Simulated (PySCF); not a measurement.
## How methods differ on the ionisation energy of Cl²⁺

Cl²⁺ [Ne] 3s2 3p3 (4S) → Cl³⁺ [Ne] 3s2 3p2 (3P), as a difference of total energies. All numbers are calculated (PySCF 2.14, the spin-free X2C one-electron Hamiltonian (Gaussian nucleus), in Sapporo-DZP-2012 (5s4p2d, 27 functions)). Correlated levels: valence: [Ne] frozen. The calculations carry no spin-orbit coupling.

```
           method  ionisation energy (eV)
              UHF                  39.115
    MP2 (valence)                  39.600
SCS-MP2 (valence)                  39.439
   CCSD (valence)                  39.533
CCSD(T) (valence)                  39.537
```

**Question.** Estimate what M06-2X gives.

**Answer.** 39.657 eV, closest to MP2 (valence) among the rows shown.

**Question.** Estimate what B3LYP gives.

**Answer.** 39.698 eV, closest to MP2 (valence) among the rows shown.

The reference lies between the lowest fine-structure levels, while these numbers refer to the centres of the terms.

Errors of the correlated levels include the incompleteness of this basis and the frozen core.

For comparison: 39.8 ± 0.11 eV (semi-empirical (NIST evaluation); NIST Atomic Spectra Database, ionization energies).
